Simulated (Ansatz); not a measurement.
AlH3O (SMILES [OH][AlH2]) moved off its minimum; all values from Ansatz (an electronic-structure program), cores frozen in correlated methods.
(charge 0, multiplicity 1)
```xyz
5

Al    -0.38185    -0.46085     0.12317
H      0.36291    -1.33644     1.32554
H     -1.51625    -0.81934    -0.67125
O      0.57451     1.00847    -0.35337
H      1.12292     1.10675     0.06536
```

| level | largest force (eV/Å) | on atom | rms difference from CCSD(T)/aug-cc-pV(T+d)Z (eV/Å) | dipole (D) |
|---|---|---|---|---|
| HF/def2-TZVPP | 38.06 | O4 | 0.359 | 1.55 |
| PBE/def2-TZVPP | 38.93 | O4 | 0.156 | 1.18 |
| r2SCAN/def2-TZVPP | 38.56 | O4 | 0.069 | 1.23 |
| B3LYP/def2-TZVPP | 38.45 | O4 | 0.094 | 1.32 |
| wB97M-V/def2-TZVPP | 38.57 | O4 | 0.077 | 1.32 |
| MP2/aug-cc-pV(T+d)Z | 38.77 | O4 | 0.048 | 1.41 |
| CCSD(T)/aug-cc-pV(T+d)Z | 38.69 | O4 | 0.000 | 1.41 |

The differences count from one level among others, with limits of its own. Forces at CCSD(T)/aug-cc-pV(T+d)Z (eV/Å):

| atom | Fx | Fy | Fz |
|---|---|---|---|
| Al1 | 3.808 | 1.721 | 1.255 |
| H2 | -0.598 | 0.484 | -0.613 |
| H3 | -2.141 | -0.597 | -1.334 |
| O4 | -31.092 | -7.389 | -21.817 |
| H5 | 30.022 | 5.781 | 22.509 |
